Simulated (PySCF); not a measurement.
Lowest triplet excitation (TDA) (eV) of eight silicon and germanium compounds: TDDFT-PBE beside TDDFT-LC-ωPBE, computed with PySCF for isolated molecules in the bases named; differences from unrounded values. The eight are the first of their class met in an unordered collection, after screening for sound electronic states; none was chosen by its value. Each molecule has one DFT geometry for both levels.

```
molecule                                                                basis  TDDFT-LC-ωPBE  TDDFT-PBE  difference
------------------------------------------------------------------  ---------  -------------  ---------  ----------
dichloro(silylmethyl)silane (CH6Cl2Si2), SMILES [SiH3]C[SiH](Cl)Cl  def2-SVPD           7.71        [?]         [?]
Si(H)(Cl)(Br)(NH2) (BrClH3NSi), SMILES [SiH](Cl)(N)Br               def2-SVPD           6.71       5.52       -1.19
CH7FOSi2, SMILES OC[SiH2][SiH2]F                                    def2-SVPD           5.77        [?]         [?]
BrClH4N2Si, SMILES Br[Si](N)(Cl)N                                   def2-SVPD           6.91        [?]         [?]
Si(H)2(OMe)(SeH) (CH6OSeSi), SMILES CO[SiH2][SeH]                   def2-SVPD           5.11       4.73       -0.39
C₃H₆O₂Si, SMILES C=C=C[SiH](O)O                                     def2-SVPD           4.40       4.55        0.14
CH₆BClOSi, SMILES COB([SiH3])Cl                                     def2-SVPD           4.87       4.44       -0.44
H8N2Si2, SMILES N[SiH2][SiH2]N                                      def2-SVPD           5.74       4.66       -1.08
```

**Question.** Some entries are withheld; supply them. (An estimate is asked for; the answer gives what the named calculation found.)

**Answer.** 
- BrClH4N2Si, SMILES Br[Si](N)(Cl)N, TDDFT-PBE: 5.59
- BrClH4N2Si, SMILES Br[Si](N)(Cl)N, difference: -1.32
- dichloro(silylmethyl)silane (CH6Cl2Si2), SMILES [SiH3]C[SiH](Cl)Cl, TDDFT-PBE: 6.55
- dichloro(silylmethyl)silane (CH6Cl2Si2), SMILES [SiH3]C[SiH](Cl)Cl, difference: -1.17
- CH7FOSi2, SMILES OC[SiH2][SiH2]F, TDDFT-PBE: 4.77
- CH7FOSi2, SMILES OC[SiH2][SiH2]F, difference: -1.00

TDDFT-PBE lies below TDDFT-LC-ωPBE in 7 and above it in 1 of the eight; the mean signed difference is -0.81 and the largest -1.32 eV.
